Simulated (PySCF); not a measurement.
**How methods differ on the ionisation energy of Nd(58+)**

Nd(58+) 1s2 (1S) → Nd(59+) 1s1 (2S), as a difference of total energies. Computed with PySCF 2.14 in an uncontracted even-tempered set (15 s from 140 bohr⁻², ratio 2.2; 7 p from 210 bohr⁻², ratio 2.4; 4 d from 640 bohr⁻², ratio 2.4; 3 f from 960 bohr⁻², ratio 2.4; 3 g from 1400 bohr⁻², ratio 2.4), with the non-relativistic Hamiltonian (point nucleus). Correlated levels: nothing frozen; virtual orbitals above 40 to 60 times the deepest correlated orbital energy dropped. The calculations carry no spin-orbit coupling.

```csv
method,ionisation energy (eV),difference from reference (eV)
UHF,47963.1,-2376.5
LDA,47897.8,-2441.8
PBE,47953.9,-2385.7
PBE0,47956.5,-2383.1
r2SCAN,47964.4,-2375.2
B3LYP,47956.7,-2382.9
BP86,47964.4,-2375.2
MP2 (all electrons),47964.3,-2375.3
SCS-MP2 (all electrons),47964.6,-2375.0
```

Reference: 50339.59 ± 0.06 eV (theoretical estimate listed by NIST; NIST Atomic Spectra Database, ionization energies).

The gap to the reference is mostly relativistic.
